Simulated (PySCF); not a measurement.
C3H8ClFSi, SMILES CCC[Si@H](F)Cl. Atoms are numbered in the order given.

```xyz
14

C     -3.4111    -0.4963     0.4124
C     -1.9647    -0.9284     0.2279
C     -1.0209     0.2412    -0.0588
Si     0.7493    -0.2683    -0.2833
F      1.2572    -1.0181     1.0637
Cl     1.9335     1.3951    -0.5523
H     -3.7944     0.0079    -0.4891
H     -3.5102     0.2091     1.2526
H     -4.0655    -1.3568     0.6188
H     -1.9034    -1.6630    -0.5945
H     -1.6181    -1.4609     1.1297
H     -1.0525     0.9816     0.7603
H     -1.3329     0.7850    -0.9688
H      0.9829    -1.1996    -1.4150
```
Charge 0, spin multiplicity 1.

The structure is a stationary point at PBE0-D3(BJ)/def2-SVP. The structure was generated by enumeration; whether it is a known compound was not checked. One conformer was computed; it need not be the lowest.

Computed with PBE0-D3(BJ)/def2-SVP (PySCF).

Frequencies are harmonic and unscaled.

```tsv
mode	ν (cm⁻¹)	IR (km/mol)	moving atoms (share of kinetic energy)
1	57	0.7	H 41 %, C 33 %, F 11 %, Cl 9 %
2	80	0.5	C 40 %, H 34 %, F 20 %
3	94	1.3	C 37 %, Cl 23 %, H 20 %, Si 15 %
4	211	7.4	F 40 %, C 30 %, Cl 19 %, H 8 %
5	259	0.2	H 87 %, C 10 %
6	267	1.8	C 37 %, H 30 %, F 18 %
7	287	7.8	Cl 26 %, F 25 %, Si 23 %, C 14 %, H 11 %
8	346	9.0	C 40 %, H 30 %, Si 26 %
9	571	92.0	Si 49 %, Cl 37 %, H 8 %
10	673	18.5	H 74 %, C 21 %
11	741	37.2	H 41 %, C 37 %, Si 19 %
12	780	94.1	H 78 %, Si 11 %, C 9 %
13	823	87.8	H 83 %
14	847	27.5	H 72 %, F 17 %, C 9 %
15	912	58.4	H 44 %, C 28 %, Si 15 %, F 14 %
16	927	105.4	H 34 %, Si 26 %, F 20 %, C 19 %
17	1017	29.6	H 84 %, C 11 %
18	1070	12.3	C 59 %, H 41 %
19	1099	33.5	C 58 %, H 42 %
20	1222	14.1	H 62 %, C 37 %
21	1224	6.0	H 66 %, C 33 %
22	1320	0.2	H 92 %, C 8 %
23	1363	11.3	H 70 %, C 30 %
24	1399	7.3	H 75 %, C 25 %
25	1420	3.4	H 87 %, C 13 %
26	1466	1.0	H 95 %
27	1468	9.6	H 97 %
28	1477	5.5	H 92 %
29	2285	109.7	H 97 %
30	3048	5.5	H 94 %
31	3051	21.7	H 97 %
32	3055	20.9	H 94 %
33	3095	1.9	H 91 %, C 9 %
34	3114	7.0	H 91 %, C 9 %
35	3144	26.2	H 90 %, C 10 %
36	3151	20.0	H 91 %, C 9 %
```
